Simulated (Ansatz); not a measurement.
Here is a job for Ansatz (a program for electronic structure).
Ansatz 0.2 input:
```yaml
crystal:
  periodic: [false, false, false]
  atoms:
    - {symbol: B, position_ang: [-0.00000000, -0.00000000, -0.19417233]}
    - {symbol: H, position_ang: [0.00000000, 0.00000000, 0.97086163]}
basis:
  gaussian:
    orbitals: STO-3G
magnetization: {spin_polarized: false}
correlation: {method: ccsd_t, diis_vectors: 2}
```

What does this run give for the number of basis functions, coupled-cluster correlation energy (without the perturbative part), T1 diagnostic, total energy, MP2 correlation energy?


```json
{
  "number_of_basis_functions": "6",
  "coupled-cluster correlation energy (without the perturbative part)": "-0.0546 Eh",
  "T1 diagnostic": "0.010",
  "total_energy": "-24.8064 Eh",
  "MP2 correlation energy": "-0.0277 Eh"
}
```
